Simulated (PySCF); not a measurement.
**Working out the excitation energy of C**

C [He] 2s2 2p2 (3P) → C [He] 2s1 2p2 3s1 (5P). Calculation: PySCF 2.14, in dyall-av2z; the non-relativistic Hamiltonian (point nucleus). Frozen: 1s2; the 8 highest virtual orbitals dropped. Energies in hartree (1 hartree = 27.21139 eV):

```tsv
part	C (lower)	C (upper)
UHF	-37.692285	-37.285954
MP2 opposite-spin	-0.048555	0.000000
MP2 same-spin	-0.011323	-0.013766
```

Task: What does Hartree-Fock give?

Result: (-37.285954) − (-37.692285) = 0.406331 hartree = 11.057 eV.

Task: What do MP2 and SCS-MP2 (6/5 opposite-spin, 1/3 same-spin) give?

Result: The opposite-spin parts differ by 1.321 eV and the same-spin parts by -0.066 eV. MP2: 11.057 + (1.321) + (-0.066) = 12.312 eV. SCS-MP2: 11.057 + 1.2 × (1.321) + (-0.066)/3 = 12.620 eV.

The upper state lies above the first ionisation limit, but in LS coupling its spin forbids autoionisation to the ground ion. A Rydberg-like electron needs more diffuse functions than a valence basis has.

A double-zeta basis recovers only part of the correlation energy.
